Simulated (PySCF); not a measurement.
**Dipole response of Os²⁺ (osmium, charge +2)**

[Xe] 4f14 5d5 6s1, high-spin 7S determinant (an excited configuration). Computed with PySCF 2.14 in ANO-RCC-VTZP, with the spin-free X2C one-electron Hamiltonian (Gaussian nucleus). Coupled (time-dependent) response in atomic units; α is the mean over directions. The basis has no added diffuse functions, which lowers α and C₆.

```csv
method,mean α (bohr³),C₆ (like pair),S(−4)
revPBE,17.47,115.1,127.0
```

S(−4) is the Cauchy moment in α(ω) = α(0) + S(−4) ω² + …

α(iu) at revPBE:

```csv
u (hartree),α(iu) (bohr³)
0,17.47
0.0500,17.16
0.100,16.32
0.200,13.83
0.300,11.37
0.500,7.968
0.750,5.732
1.00,4.483
1.50,3.072
2.00,2.258
3.00,1.368
5.00,0.6661
```

A single London oscillator, α(iu) = α/(1 + u²/ω²), gives C₆ = (3/4) ω α². Matching the computed C₆ needs ω = 4 × 115.1 / (3 × 17.47²) = 0.503 hartree.

For an ion, C₆ is the dispersion term alone; charge-induced terms of lower order in 1/R come first.

Spin-orbit coupling, which splits the p, d and f shells strongly at this Z, is absent.
